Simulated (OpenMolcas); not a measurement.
**5d2 along the 70-electron sequence**

```json
{"Program": "OpenMolcas 26.06", "Method": "CASSCF", "Basis": "ANO-RCC-VTZP", "Scalar Hamiltonian": "DKH2, point nucleus", "Spin-orbit coupling": "state interaction with AMFI integrals over the reference wave functions, term energies averaged over their components"}
```

Active space for each ion: 2 electrons in 5 orbitals (5d).

Computed levels in cm-1 above 3F2:

| Level | W4+ | Re5+ | Os6+ | Ir7+ |
| --- | --- | --- | --- | --- |
| 3F3 | 6160 | 7999 | 10284 | 12736 |
| 3F4 | 11710 | 14833 | 18513 | 22385 |
| 3P0 | 14834 | 16495 | 17985 | 19726 |
| 3P1 | 18222 | 21094 | 24195 | 27691 |
| 1G4 | 24782 | 28966 | 33605 | 38921 |
| 3P2 | 25095 | 30016 | 35603 | 41777 |
| 1S0 | 50134 | 56956 | 63762 | 71762 |
| weight of 3F in the lowest level (%) | 92 | 91 | 89 | 88 |

Mixed levels, with the weight of the term that names them: W4+ 3P2 (60 %), Re5+ 3P2 (58 %), Os6+ 3P2 (56 %), Ir7+ 3P2 (55 %).

Measured, with the error of the calculation in %. Measured levels: W4+ from the list in J. Phys. B 45, 065001 (2012); Os6+, Ir7+ from van het Hof, Joshi, Wyart and Sugar, J. Res. Natl. Inst. Stand. Technol. 100, 687 (1995).

| Level | W4+ | Os6+ | Ir7+ |
| --- | --- | --- | --- |
| 3F3 |  | 10308 (-0.2) | 12672 (+0.5) |
| 3F4 | 11519 (+1.7) |  | 21615 (+3.6) |
| 3P0 | 12839 (+15.5) | 15837 (+13.6) | 17254 (+14.3) |
| 3P1 | 16331 (+11.6) | 22098 (+9.5) | 25221 (+9.8) |
| 1G4 | 22346 (+10.9) | 31274 (+7.5) | 36253 (+7.4) |
| 3P2 | 22615 (+11.0) | 33127 (+7.5) |  |
| 1S0 | 43110 (+16.3) | 57710 (+10.5) | 65022 (+10.4) |

The fine-structure level 3F4 changes by a factor of 1.91 from W4+ to Ir7+. Its fourth root runs 10.40, 11.04, 11.66, 12.23, with steps per unit of Z of 0.63, 0.63, 0.57; equal steps would mean a (Z - σ)^4 law with constant σ.

3P0 changes by a factor of 1.33 over the same range, with steps per unit of Z of +1660, +1490, +1740 cm-1.

Without dynamic correlation excited terms often stand tens of per cent too high (terms of higher spin than the ground term too low), and those without a measured partner can miss by more than the paired ones. Computed and measured levels are paired by configuration, term and J; levels that our copy of the source lacks, or whose pairing is in doubt (as where it misses far off the trend of its configuration), stay unpaired and out of the deviations. Levels of configurations outside the active space are missing.
